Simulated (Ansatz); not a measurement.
Program: Ansatz. Geometries: PBE0-D4/def2-TZVP. ΔE: electronic, gas phase. CBS: MP2 limit from def2 TZ/QZ plus the TZ coupled-cluster correction, frozen cores. This one scheme is used for every species. Functionals use def2-TZVPP. B3LYP here is the variant with VWN-RPA as its local correlation; programs differ in this. HSE06 is defined as in plane-wave codes.

Consider the cleavage of the Al–B bond: `[BH2][Al]([CH3])[CH3]` + H–F → `[CH3][Al]([CH3])[F]` + BH₃.

CCSD(T)/CBS gives -53.9 kcal/mol.

Task: Another level gave -53.9 kcal/mol. Which?
A. B3LYP/def2-TZVPP
B. HSE06-D4/def2-TZVPP
C. BHLYP/def2-TZVPP
D. CCSD(T)/def2-TZVPP

Result: D. CCSD(T)/def2-TZVPP -53.9, B3LYP -56.2, HSE06-D4 -50.8, BHLYP -57.8 kcal/mol.

Task: What do rigid-rotor, harmonic-oscillator terms from PBE0-D4/def2-TZVP frequencies (298.15 K, 1 bar) make of the CCSD(T)/CBS value? (An estimate is asked.)

Result: Computed: ΔZPE = +0.1 kcal/mol, ΔH = -54.2 kcal/mol, ΔS = 1 J/(mol·K), ΔG = -54.3 kcal/mol. Modes under 50 cm⁻¹ make the entropy rough.

Largest T1 diagnostic among the species: 0.011.

In def2-TZVPP, CCSD(T) changes the Hartree–Fock value by +5.2 kcal/mol (the triples alone add +0.6 kcal/mol) and MP2 by +2.9 kcal/mol. At CCSD(T), def2-SVP lies −2.2 kcal/mol from the extrapolated value and def2-TZVPP −0.0 kcal/mol. Leaving LDA and LC-ωPBE aside and taking each functional with its dispersion term where it has one, the values, not all of them listed here, spread over 7.1 kcal/mol, from BHLYP-D4 to revPBE-D4. LDA lies +0.8 kcal/mol from PBE without D4.
